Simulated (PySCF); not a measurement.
Species: dimethyl(thiophen-2-yl)phosphine oxide, C6H9OPS.
Structure used (PBE0-D3(BJ)/def2-SVP), in Å, numbered top down from 1:
```xyz
18
C6H9OPS angstrom
C     -1.7639   -1.4230   -0.5123
P     -1.0835   -0.0378    0.4422
C     -1.6720    1.4539   -0.4078
O     -1.3777   -0.0836    1.9090
C      0.6958   -0.0809    0.1286
C      1.6321   -0.1414    1.1342
C      2.9657   -0.1612    0.6430
C      3.0203   -0.1156   -0.7262
S      1.4534   -0.0482   -1.4228
H     -2.8612   -1.4064   -0.4351
H     -1.4650   -1.3756   -1.5703
H     -1.3910   -2.3571   -0.0687
H     -2.7682    1.5032   -0.3294
H     -1.2401    2.3281    0.1001
H     -1.3744    1.4630   -1.4671
H      1.3370   -0.1688    2.1847
H      3.8529   -0.2076    1.2763
H      3.9031   -0.1187   -1.3654
```

Level: wB97X-D/def2-SVPD in PySCF, non-relativistic, on one gas-phase PBE0-D3(BJ)/def2-SVP geometry that isn't relaxed in the solvent. The solvent is an IEF-PCM continuum (van der Waals radii × 1.2), and excitations are vertical TDDFT with non-equilibrium linear response and a frozen core. Specific hydrogen bonds and non-electrostatic terms are outside this model.

```
run  E − E(gas) (kcal/mol)  HOMO (eV)  HOMO–LUMO gap (eV)  dipole (D)  lowest singlet (eV)  static polarisability (au)
gas                   0.00      -9.05                9.67        3.92                 5.58                       112.1
  P                  -8.04      -8.97                9.67        5.03                 5.50                       142.2
  Q                 -11.29      -8.96                9.68        5.59                 5.50                       158.1
```

Problem. The runs were made in chloroform and dimethylsulfoxide. Which run belongs to which solvent?

Solution. P = chloroform, Q = dimethylsulfoxide. The dielectric constants are 4.711 (chloroform), 46.83 (dimethylsulfoxide), and the energy falls further as ε rises. The optical constants n² used for the excitations are 2.09, 2.19 in the same order. In this model the ground state sees the solvent through ε alone.

Problem. How constant is the ratio of the lowering to (ε − 1)/(2ε + 1)?

Solution. 
| solvent | (ε − 1)/(2ε + 1) | E − E(gas) (kcal/mol) | ratio (kcal/mol) | polarisation term (kcal/mol) |
| --- | --- | --- | --- | --- |
| chloroform | 0.356 | -8.04 | -22.6 | -9.19 |
| dimethylsulfoxide | 0.484 | -11.29 | -23.3 | -13.72 |

The ratio changes by +3.3 % in size from chloroform to dimethylsulfoxide. The polarisation term is half the interaction of the solute with the induced surface charges.

Hardware: one thread of an Arm Neoverse V1, shared host with 32 logical CPUs at a one-minute load of 9.9. Cost: 65 s of wall time, 1.4 GiB resident at most. This is the whole response run at wB97X-D/def2-SVPD in dimethylsulfoxide, SCF included.

wB97X-D is run here without its empirical dispersion term; that term would change no orbital, density or response property at a fixed geometry.
